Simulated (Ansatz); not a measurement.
Born–Oppenheimer molecular dynamics of C2H8AlClO (13 atoms, charge 0, multiplicity 1). It starts at the highest image of a converged band, a first-order saddle point between two minima.

These are results of RKS B3LYP/def2-SVP (Ansatz 0.2.0), not measurements.

```
ensemble                      : NVE (velocity Verlet)
time step                     : 0.5 fs
steps asked                   : 200
starting velocities drawn for : 300 K
seed                          : 9112
```

First frame:

```xyz
13
Properties=species:S:1:pos:R:3
Al -0.246 -0.472 -0.064
Cl 1.247 -0.434 -2.126
C 0.836 -1.027 1.454
O -1.659 -1.355 -0.442
H 0.595 0.648 -1.448
C -0.347 1.551 -0.427
H 1.722 -0.389 1.603
H 0.238 -0.989 2.382
H 1.184 -2.067 1.339
H -2.213 -1.321 -1.224
H -0.763 1.732 0.586
H 0.518 2.233 -0.486
H -1.111 1.889 -1.146
```

How far do the bonds stretch over the last three quarters of this one trajectory? (Pairs bonded in most of those frames.)


```csv
bond,mean (Å),spread (Å),shortest,longest
Al1–C3,1.963,0.020,1.93,2.00
Al1–O4,1.726,0.003,1.72,1.73
Al1–C6,1.980,0.026,1.94,2.04
Cl2–H5,1.303,0.019,1.28,1.36
C3–H7,1.106,0.019,1.07,1.14
C3–H8,1.107,0.012,1.08,1.13
C3–H9,1.102,0.010,1.09,1.12
O4–H10,0.965,0.025,0.93,1.00
C6–H11,1.111,0.018,1.08,1.15
C6–H12,1.109,0.014,1.08,1.14
C6–H13,1.106,0.006,1.09,1.12
```

Mean temperature of the second half: 301 K. The conserved energy stayed within 0.19 meV per atom of its start (net change 0.16 meV per atom), so the integration is sound. A run of 0.1 ps of so small a system gives no equilibrium averages. The orbitals stay closed-shell, which can raise the energy where a bond breaks towards radicals; this wasn't checked here.

Time of the run: 6.6 min on 2 threads of Intel(R) Xeon(R) 6975P-C (Granite Rapids), on a shared host, peak memory 0.29 GiB.
